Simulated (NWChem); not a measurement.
Atomisation of C2H4Cl2

```xyz
8

C      1.7017     0.3206     0.0000
C      0.2057     0.4992     0.0000
Cl    -0.5169    -0.2149    -1.4670
Cl    -0.5169    -0.2149     1.4670
H      1.9557    -0.7485     0.0000
H      2.1329     0.7904    -0.8960
H      2.1329     0.7904     0.8960
H     -0.0904     1.5552     0.0000
```
Charge 0, spin multiplicity 1.

The numbers come from NWChem runs, not from measurements. All single points use one geometry, from PBE0/def2-SVP, a minimum by its harmonic frequencies.

Basis set: def2-TZVP. The atomisation energy is electronic alone: no zero-point, thermal, spin-orbit or counterpoise terms. No value is extrapolated to the basis-set limit. Free atoms are single determinants with multiplicities C 3, Cl 2, H 2. Correlated methods freeze the same cores in atoms and molecule, 12 orbitals in all.

```
method                        atomisation energy (kcal/mol)  relative cost
----------------------------  -----------------------------  -------------
PBE0                                                  671.7              1
HF                                                    487.7        under 3
B3LYP                                                 658.4        under 3
PBE                                                   682.3        under 3
BHandHLYP                                             641.4        under 3
r2SCAN                                                670.8        under 3
MP2                                                   657.0        under 3
LC-wPBE (omega 0.3 per bohr)                          672.6             10
```

The values span 194.6 kcal/mol, from HF (lowest) to PBE (highest). The cost column gives rough processor time relative to PBE0; each entry includes its own SCF. Costs are the molecule's.

B3LYP has NWChem's definition, with VWN1-RPA local correlation. GW and range-separated runs recompute their integrals, the others keep them in memory, which bears on the times. The structure started from a generated list of species. No SCF solution was tested for a lower state. Open-shell Hartree-Fock references start from PBE0 orbitals; any time given for them includes that run.
